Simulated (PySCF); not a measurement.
C₆H₁₀F₃S (charge -1).
SMILES with atom numbers: `[CH3:1][C:2]([CH3:3])([CH3:4])[C@H:5]([S-:6])[C:7]([F:8])([F:9])[F:10]` (hydrogens: H11, H12, H13 on C1; H14, H15, H16 on C3; H17, H18, H19 on C4; H20 on C5)

Computed geometry: GFN2-xTB, gas phase.

(1) What internal coordinates does the optimisation give?

Answers

(1) 
```tsv
bond	length (pm)
C1–C2, C2–C3, C2–C4	153.1
C2–C5	155.1
C5–S6	181.4
C5–C7	151.0
C7–F8	138.4
C7–F9, C7–F10	134.3
C1–H11 and 8 like bonds	108.9
C5–H20	110.2
```

Bonds in one row agree within 1 pm and their mean is given. A selection of angles:
```tsv
angle	degrees
C1–C2–C3	110.0
C1–C2–C5	110.6
C4–C2–C5	105.9
C2–C5–S6	112.3
C2–C5–C7	115.5
S6–C5–C7	107.6
C5–C7–F8	113.6
C5–C7–F9	116.7
F8–C7–F9	103.6
F8–C7–F10	102.4
F9–C7–F10	106.0
```

Torsions: C1–C2–C5–S6 54° (synclinal); C2–C5–C7–F8 -64° (synclinal).

The 3 C–F bonds span 1.342 Å (C7–F9, drawn single) to 1.384 Å (C7–F8, drawn single), a spread of 0.042 Å. Of the pairs four or more bonds apart, S6···H11 is among the closest relative to their van der Waals radii: 2.53 Å, 84 % of the sum of Bondi's values. The C–C distances run from 1.510 Å (C5–C7, drawn single) to 1.551 Å (C2–C5, drawn single), a spread of 0.041 Å.

Point group: C1 (no symmetry element, even within 0.4 Å). GFN2-xTB frequencies: not computed here.
